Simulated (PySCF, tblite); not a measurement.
Compound: C5H12B2O2.
SMILES: `C1CB(CCC1)B(O)O`

Jobs on this species (21 atoms, 68 electrons) with PySCF (density fitting) and tblite. Hardware of each: Intel Xeon at 2.50 GHz, one thread (shared host). The host was shared with other jobs, so the times are rough.

| level and settings | work | basis functions | SCF cycles | wall time |
| --- | --- | --- | --- | --- |
| PBE0/pcSseg-1 | shieldings, ring-centre shieldings, charges and field gradients, density and orbital grids written | 213 | ? | ? |
| B3LYP/def2-SVPD | 10 singlets by full TDDFT, 4 Tamm–Dancoff triplets, polarisability, ΔSCF ions, density and orbital grids written | 282 | ? | ? |
| PBE0/pcSseg-1, IEF-PCM chloroform | shieldings, ring-centre shieldings | 213 | 14 | 1.9 min |
| GFN2-xTB | Hessian by finite differences | – | – | 2.4 s |
| HF/pcSseg-1 | shieldings, ring-centre shieldings | 213 | 9 | 54 s |
| delta-SCF UKS SCAN, pcX-2 on the ionised atom, pcseg-1 elsewhere, spin-free X2C | ΔSCF core ionisation, 6 holes | 217 | 104 | 7.0 min |
| PBE0/pcSseg-1, IEF-PCM acetonitrile | shieldings, ring-centre shieldings, charges and field gradients | 213 | 14 | 2.2 min |
| GFN2-xTB | L-BFGS relaxation | – | – | 1.3 s |

Task: Fill in the missing figures.

Result: 
- PBE0/pcSseg-1; shieldings, ring-centre shieldings, charges and field gradients, density and orbital grids written: 2.6 min, 14 SCF cycles
- B3LYP/def2-SVPD; 10 singlets by full TDDFT, 4 Tamm–Dancoff triplets, polarisability, ΔSCF ions, density and orbital grids written: 16 min, 13 SCF cycles

Task: What do all jobs in the table cost together?

Result: About 31 min; the longest takes about 52 % of that, and about 740 times as long as the shortest.
